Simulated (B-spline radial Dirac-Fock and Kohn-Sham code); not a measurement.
**Compton profile of Er²³⁺**

System: the Er²³⁺ ion in the configuration [Kr] 4d9.

These are calculated numbers from a radial atomic solver; the model is the impulse approximation on relativistic Hartree-Fock (Dirac-Fock) wave functions, averaged over the configuration. pz is in atomic units of momentum; subshell profiles are per electron, for a selection of subshells; open shells are spread over both j values by their weights.

```csv
pz,J total,J 2p3/2,J 3s1/2,J 4d3/2,J 4d5/2
1.8,2.679,0.0215,0.0785,0.0848,0.0858
2,2.629,0.0215,0.0762,0.0844,0.0854
2.5,2.481,0.0215,0.0700,0.0825,0.0834
3,2.305,0.0215,0.0632,0.0788,0.0795
4,1.907,0.0214,0.0488,0.0653,0.0653
5,1.524,0.0214,0.0353,0.0466,0.0459
7,1.000,0.0210,0.0164,0.0160,0.0153
10,0.6397,0.0199,0.00721,0.00380,0.00381
15,0.3336,0.0163,0.00627,0.00305,0.00306
20,0.1825,0.0117,0.00336,0.00150,0.00144
30,0.06693,0.00480,0.000407,0.000227,0.000205
40,0.03026,0.00175,0.000211,3.76e-05,3.22e-05
60,0.009175,0.000252,0.000145,1.94e-06,1.48e-06
100,0.001657,1.19e-05,2.93e-05,< 1e-6,< 1e-6
```

Problem. What is the peak value J(0), and which subshell contributes most to it?

Solution. J(0) = 2.887. The 4d5/2 subshell gives the largest part, 16 %.

Mean momentum ⟨p⟩ by subshell (a.u.): 1s1/2 68.1, 2s1/2 24.3, 2p1/2 32.2, 2p3/2 29.1, 3s1/2 12.3, 3p1/2 14.7, 3p3/2 13.8, 3d3/2 16.5, 3d5/2 16.2, 4s1/2 6.76, 4p1/2 7.58, 4p3/2 7.26, 4d3/2 8.10, 4d5/2 7.98.
